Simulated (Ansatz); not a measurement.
CH$_{5}$B$_{2}$F, SMILES `BCBF`, relaxed with RKS PBE-D4/def2-SVP in Ansatz from a rough embedded geometry. The force threshold is 0.03 eV/Å; the program also tests the step.

The species carries charge 0 and has multiplicity 1.

Start:

```xyz
9

B    -0.023   -0.701   -1.102
C    -0.586    0.118    0.059
B     0.594    0.570    1.017
F     0.606    0.290    2.394
H     1.159   -0.982   -1.235
H    -0.754   -1.191   -1.966
H    -1.107    1.037   -0.361
H    -1.296   -0.452    0.617
H     1.406    1.311    0.576
```

(1) By how much does the energy fall, and how many steps does the optimiser take? (Estimate.)

(2) Which bonds change most? (Estimate.)

(3) Give the relaxed structure. (Best estimate.)

## Answers

(1) Computed: 42.94 kJ/mol, in 15 steps, 3 of them rejected.

(2) The calculation gave: B3–F4 from 1.405 to 1.336 Å; C2–H8 from 1.068 to 1.106 Å; B3–H9 from 1.184 to 1.219 Å; B1–C2 from 1.528 to 1.556 Å.

(3) Computed: 
```xyz
9

B    -0.036   -0.723   -1.095
C    -0.612    0.209    0.010
B     0.534    0.494    1.043
F     0.457   -0.008    2.279
H     0.847   -0.321   -1.833
H    -0.429   -1.868   -1.224
H    -0.749    1.210   -0.467
H    -1.534   -0.154    0.503
H     1.522    1.161    0.784
```
